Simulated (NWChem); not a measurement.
# GeH2BrF; SMILES [F][GeH2][Br]

Computed with NWChem. Structure relaxed at the B3LYP/6-31G* (spherical d) level.

Q: What does the run give for TPSS/pcseg-1? Quantities: highest occupied level (eV); orbital gap (eV); dipole (D).

A: The highest occupied level (eV) is -7.47 and the orbital gap (eV) is 5.80. The dipole (D) is 2.16.
